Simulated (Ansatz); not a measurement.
Relaxation of AlAsH4N (7 atoms, charge -1, multiplicity 1), to a largest force component of 0.015 eV/Å in at most 40 steps.

Computed with RKS PBE-D4/def2-TZVP in Ansatz.

```xyz
7
Properties=species:S:1:pos:R:3:forces:R:3
N -1.939 -0.620 -0.676 -0.65 -0.47 0.02
Al -0.452 0.181 -0.464 0.59 0.45 -0.04
As 1.015 -0.695 1.344 0.29 -0.08 0.27
H -2.642 -0.381 -1.372 -0.12 0.13 -0.21
H 0.376 1.445 -1.133 -0.09 0.00 -0.05
H -0.143 -0.806 2.341 -0.09 0.11 0.13
H 0.745 -2.153 0.960 0.07 -0.14 -0.12
```

**Question.** Where does it end, and by what steps?

**Answer.** The forces met the threshold. The force dipped under the threshold on the way, but the program's further checks kept it going. Limits of this set-up: an anion without diffuse functions. After 22 steps the energy has fallen by 0.128 eV; H6 moved furthest, 1.11 Å.

```json
{"step": "0", "energy less start (eV)": "0.0000", "largest force component (eV/Å)": "0.646", "accepted": "yes"}
{"step": "1", "energy less start (eV)": "-0.0253", "largest force component (eV/Å)": "0.318", "accepted": "yes"}
{"step": "2", "energy less start (eV)": "-0.0399", "largest force component (eV/Å)": "0.185", "accepted": "yes"}
{"step": "3", "energy less start (eV)": "-0.0436", "largest force component (eV/Å)": "0.163", "accepted": "yes"}
{"step": "4", "energy less start (eV)": "-0.0564", "largest force component (eV/Å)": "0.267", "accepted": "yes"}
{"step": "5", "energy less start (eV)": "-0.0597", "largest force component (eV/Å)": "0.041", "accepted": "yes"}
{"step": "6", "energy less start (eV)": "-0.0601", "largest force component (eV/Å)": "0.008", "accepted": "yes"}
{"step": "7", "energy less start (eV)": "-0.0609", "largest force component (eV/Å)": "0.088", "accepted": "yes"}
{"step": "8", "energy less start (eV)": "-0.0619", "largest force component (eV/Å)": "0.139", "accepted": "yes"}
{"step": "9", "energy less start (eV)": "-0.0638", "largest force component (eV/Å)": "0.257", "accepted": "yes"}
{"step": "10", "energy less start (eV)": "-0.0569", "largest force component (eV/Å)": "0.626", "accepted": "no"}
{"step": "11", "energy less start (eV)": "-0.0768", "largest force component (eV/Å)": "0.164", "accepted": "yes"}
{"step": "12", "energy less start (eV)": "-0.0870", "largest force component (eV/Å)": "0.102", "accepted": "yes"}
{"step": "13", "energy less start (eV)": "-0.0996", "largest force component (eV/Å)": "0.212", "accepted": "yes"}
{"step": "14", "energy less start (eV)": "-0.1026", "largest force component (eV/Å)": "0.427", "accepted": "yes"}
{"step": "15", "energy less start (eV)": "-0.1181", "largest force component (eV/Å)": "0.385", "accepted": "yes"}
{"step": "16", "energy less start (eV)": "-0.1208", "largest force component (eV/Å)": "0.232", "accepted": "yes"}
{"step": "17", "energy less start (eV)": "-0.1265", "largest force component (eV/Å)": "0.043", "accepted": "yes"}
{"step": "18", "energy less start (eV)": "-0.1254", "largest force component (eV/Å)": "0.091", "accepted": "no"}
{"step": "19", "energy less start (eV)": "-0.1272", "largest force component (eV/Å)": "0.037", "accepted": "yes"}
{"step": "20", "energy less start (eV)": "-0.1275", "largest force component (eV/Å)": "0.031", "accepted": "yes"}
{"step": "21", "energy less start (eV)": "-0.1277", "largest force component (eV/Å)": "0.037", "accepted": "yes"}
{"step": "22", "energy less start (eV)": "-0.1279", "largest force component (eV/Å)": "0.005", "accepted": "yes"}
```

```xyz
7
Properties=species:S:1:pos:R:3
N -1.841 -0.864 -1.187
Al -0.605 0.077 -0.392
As 1.097 -1.131 1.022
H -2.457 -0.311 -1.801
H -0.164 1.664 -0.407
H 0.825 -0.260 2.266
H 0.105 -2.204 1.500
```

Time of the run: 24 s on 2 threads of Intel(R) Xeon(R) 6975P-C (Granite Rapids), with other jobs on the host, peak memory 0.18 GiB.
